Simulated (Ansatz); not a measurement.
B₈H₁₄. The state is a singlet with charge 0. Geometry r2SCAN-D4/def2-SVP.

```xyz
22

B    -0.032    1.777    0.557
B     0.580    0.056   -1.763
B     0.022   -2.141    0.471
B    -0.373   -1.129   -0.847
B    -0.662    0.731   -0.712
B    -0.322   -1.118    1.854
B     0.891    1.577   -0.931
B    -0.876    0.319    1.117
H     0.080    1.143    1.684
H     1.735    0.566   -1.234
H    -0.969   -2.181    1.366
H     0.412   -3.287    0.424
H     1.189    2.544   -1.571
H    -1.956    0.728    1.489
H    -1.135   -1.587   -1.672
H    -1.618    1.176   -1.290
H    -0.236   -1.350    3.039
H    -0.374    2.918    0.700
H     0.840   -1.539    1.341
H     1.318    1.742    0.341
H     0.596    0.210   -2.953
H     0.890   -1.155   -1.409
```

Another isomer (singlet) lies 1.62 eV lower at PBE0-D4/def2-TZVP; other spin states weren't run for this one.

(1) Estimate the orbital energies around the gap (eV) in Ansatz with PBE-D4/def2-SVP, PBE-D4/def2-TZVP, r2SCAN-D4/def2-TZVP, PBE0-D4/def2-SVP, CAM-B3LYP-D4/def2-TZVP.

Answers

(1) 
| orbital | PBE-D4/def2-SVP | PBE-D4/def2-TZVP | r2SCAN-D4/def2-TZVP | PBE0-D4/def2-SVP | CAM-B3LYP-D4/def2-TZVP |
| --- | --- | --- | --- | --- | --- |
| HOMO−5 | -8.57 | -8.67 | -8.99 | -9.94 | -11.40 |
| HOMO−4 | -8.08 | -8.18 | -8.49 | -9.44 | -10.89 |
| HOMO−3 | -8.08 | -8.18 | -8.47 | -9.40 | -10.81 |
| HOMO−2 | -7.46 | -7.58 | -7.88 | -8.82 | -10.28 |
| HOMO−1 | -7.09 | -7.18 | -7.41 | -8.24 | -9.54 |
| HOMO | -5.99 | -6.09 | -6.31 | -7.19 | -8.59 |
| LUMO | -2.43 | -2.51 | -2.30 | -1.59 | -0.51 |
| LUMO+1 | -2.07 | -2.15 | -1.90 | -1.16 | -0.06 |
| LUMO+2 | -1.25 | -1.38 | -1.08 | -0.32 | 0.66 |
| LUMO+3 | 0.64 | -0.27 | 0.28 | 1.50 | 1.08 |
| LUMO+4 | 0.96 | 0.46 | 0.90 | 1.84 | 1.98 |
| LUMO+5 | 1.49 | 0.64 | 1.28 | 2.47 | 2.10 |
